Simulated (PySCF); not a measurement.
Run record: geometry optimisation, `[NH3]->[Ag+]<-[NH3]` ([Ag(NH3)2]+).

Method: PBE0-D3(BJ)/def2-SVP geometry optimisation, gas phase, def2 core potentials past Kr (PySCF 2.14.0). Start geometry: GFN2-xTB. A driver script takes a list of jobs; this job's settings line and coordinates (Å) are shown.

Input:
```
{"job": {"xc": "PBE0", "basis": "def2-SVP", "d3": "d3bj", "grid": 1, "maxiter": 30, "shake": 0.03, "kind": "geom"}, "charge": 1, "multiplicity": 1}
Ag     0.065840    -0.073440     0.012510
N     -0.020750    -0.029030     2.258630
H     -0.479480     0.820080     2.634770
H      1.033500    -0.077340     2.648270
H     -0.540200    -0.820280     2.613260
N     -0.007490     0.030420    -2.272190
H     -0.909180     0.012610    -2.653150
H      0.520690    -0.781740    -2.674200
H      0.469810     0.849280    -2.593570
```

Give the output.

```
step   0  E = -259.68640332  max force = 0.064220
step   1  E = -259.70029653  max force = 0.009530
step   2  E = -259.70097317  max force = 0.002417
step   3  E = -259.70110824  max force = 0.001208
step   4  E = -259.70115185  max force = 0.000800
step   5  E = -259.70115973  max force = 0.000458
step   6  E = -259.70116459  max force = 0.000248
optimisation converged
```

Energies in Eh; «max force» is the largest Cartesian gradient component in Eh/bohr.

How much energy does the optimisation release, in kcal/mol?

E(step 0) − E(last step) = 0.014761 Eh, which is 9.3 kcal/mol.

Give the first gradient maximum in eV/Å.

With 1 Eh/bohr = 51.422 eV/Å, 3.302 eV/Å.

Main results: final energy -259.70116 Eh after 6 steps.

Estimate the wall time. Hardware: one thread of an Intel Xeon Platinum 8175M at 2.50 GHz, no GPU, shared host with 96 logical CPUs at a one-minute load of 25. And the peak memory of the process?

About 39 s, with 0.36 GiB resident at the peak, the Python interpreter and its libraries included.
Labels such as C1 count atoms from 1, the log's own numbers from 0.
